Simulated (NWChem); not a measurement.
Si₂NH₇O; SMILES N[SiH2][SiH2]O

```xyz
11

N     -0.4705     2.4083     0.0248
Si     0.6105     1.0194    -0.0190
Si    -0.5291    -1.0573    -0.0028
O      0.4694    -2.4261    -0.0399
H     -1.0530     2.5540    -0.8059
H     -1.0580     2.5050     0.8592
H      1.5197     1.1051     1.1829
H      1.4521     1.1368    -1.2633
H     -1.3951    -1.1695    -1.2278
H     -1.4619    -1.0659     1.1936
H      1.1649    -2.4268     0.6404
```
Atoms are numbered in this order, from 1.

All runs: NWChem. Coordinates come from a PBE-D3(BJ)/def2-SVP optimisation. Level: PBE/def2-SVP with SMD (1 M gas to 1 M solution), gas-phase geometry. Reactions with the solvent are ignored.

For solvent tetrahydrofuran:

```
Quantity                                     Result
-------------------------------------------  ------
cavity-dispersion-structure term (kcal/mol)     0.4
dipole in solution (D)                         1.64
```

Question: What are these values for solvent water?

Answer: 
| Item | Value |
|---|---|
| cavity-dispersion-structure term (kcal/mol) | 4.2 |
| dipole in solution (D) | 1.85 |
